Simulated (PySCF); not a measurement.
Job file and geometry (Å, from PBE0-D3(BJ)/def2-SVP) of an NMR shielding run on SMILES N->[Si](<-N)(Cl)(Cl)(Cl)Cl, Cl₄H₆N₂Si, PySCF 2.14.0, density-fitted response routines, GIAO PBE0/pcSseg-1 NMR shielding, non-relativistic, gas phase; density fitting, a coarse starting grid and PySCF grid level 2 are the driver's defaults:

```
$ OMP_NUM_THREADS=1 python probes_run.py task.json out

{"job": {"kind": "nmr", "xc": "PBE0", "basis": "pcSseg-1"}, "charge": 0, "multiplicity": 1}
Si     0.003147    -0.004952     0.001926
N     -0.024471    -0.027178     1.956940
H     -0.472522     0.827099     2.295401
H      0.938230    -0.070016     2.301143
H     -0.543181    -0.847387     2.277921
N      0.028786     0.017246    -1.953299
H      0.527759     0.850293    -2.272863
H     -0.935431     0.042725    -2.295076
H      0.493528    -0.826154    -2.296247
Cl     2.186176    -0.031695    -0.002572
Cl    -2.179730     0.026054     0.006598
Cl     0.033600     2.178658     0.024310
Cl    -0.025262    -2.186802    -0.021981
```

Q: What does the program print?

A: 
```
coarse grid: 13968 points
cycle   1  E = -2242.5544908291  dE =  5.990e-01  |g| = 5.781e-01  |ddm| = 3.205e+00
cycle   2  E = -2242.5355277036  dE =  1.896e-02  |g| = 7.093e-01  |ddm| = 1.711e+00
cycle   3  E = -2242.6534829778  dE = -1.180e-01  |g| = 1.067e-01  |ddm| = 9.593e-01
cycle   4  E = -2242.6559033363  dE = -2.420e-03  |g| = 3.625e-02  |ddm| = 1.520e-01
cycle   5  E = -2242.6561831954  dE = -2.799e-04  |g| = 8.037e-03  |ddm| = 4.102e-02
cycle   6  E = -2242.6561956834  dE = -1.249e-05  |g| = 2.604e-03  |ddm| = 8.214e-03
cycle   7  E = -2242.6561970339  dE = -1.350e-06  |g| = 1.910e-04  |ddm| = 1.821e-03
final grid: 113128 points
cycle   8  E = -2242.6827803750  dE = -4.821e-05  |g| = 8.512e-03  |ddm| = 2.177e-02
cycle   9  E = -2242.6827737724  dE =  6.603e-06  |g| = 9.603e-03  |ddm| = 1.360e-02
cycle  10  E = -2242.6827915380  dE = -1.777e-05  |g| = 1.475e-03  |ddm| = 8.151e-03
cycle  11  E = -2242.6827919203  dE = -3.823e-07  |g| = 2.685e-04  |ddm| = 1.693e-03
cycle  12  E = -2242.6827919371  dE = -1.678e-08  |g| = 7.523e-05  |ddm| = 3.903e-04
cycle  13  E = -2242.6827919383  dE = -1.218e-09  |g| = 1.769e-05  |ddm| = 9.146e-05
cycle  14  E = -2242.6827919384  dE = -8.095e-11  |g| = 2.419e-06  |ddm| = 2.267e-05
converged SCF energy = -2242.6827919384

GIAO shielding tensors (ppm)
atom      isotropic    diamagn.    paramagn.     s11        s22        s33       span
  0 Si     523.592     862.594    -339.002    494.932    537.860    537.983     43.051
  1 N      166.352     319.827    -153.475    141.071    142.176    215.809     74.738
  2 H       27.655      28.802      -1.147     22.664     26.274     34.027     11.363
  3 H       27.436      28.746      -1.311     21.703     26.899     33.704     12.001
  4 H       27.689      28.794      -1.105     22.852     26.118     34.096     11.244
  5 N      166.314     319.820    -153.506    140.922    142.129    215.891     74.968
  6 H       27.670      28.804      -1.134     22.761     26.193     34.056     11.295
  7 H       27.431      28.767      -1.336     21.693     26.929     33.671     11.978
  8 H       27.671      28.790      -1.119     22.731     26.197     34.086     11.355
  9 Cl     678.412    1148.462    -470.050    445.293    594.960    994.982    549.689
 10 Cl     678.719    1148.479    -469.760    446.812    594.351    994.995    548.183
 11 Cl     676.911    1148.502    -471.590    435.798    602.785    992.151    556.353
 12 Cl     679.068    1148.477    -469.409    438.908    605.940    992.356    553.448
```

Q: Turn these shieldings into chemical shifts. References, each an isolated molecule treated in the same way: TMS for ²⁹Si (σref 351.99) and ¹H (σref 31.27); NH3 for ¹⁵N (σref 265.67); ³⁵Cl (σref 943.27) vs HCl.

A: Averaging equivalent atoms: Si 0: -171.6; N 1/5: 99.3; H 2/3/4/6/7/8: 3.68; Cl 9/10/11/12: 265 ppm. Experimental scales use liquid or dissolved standards, which lie at an offset from isolated NH3 (liquid NH3: subtract about 20 ppm).

Size and cost of the density-fitted run: 184 basis functions, 38 s wall time on 1 thread of an Arm Neoverse V1, shared host; peak memory 1.1 GiB.
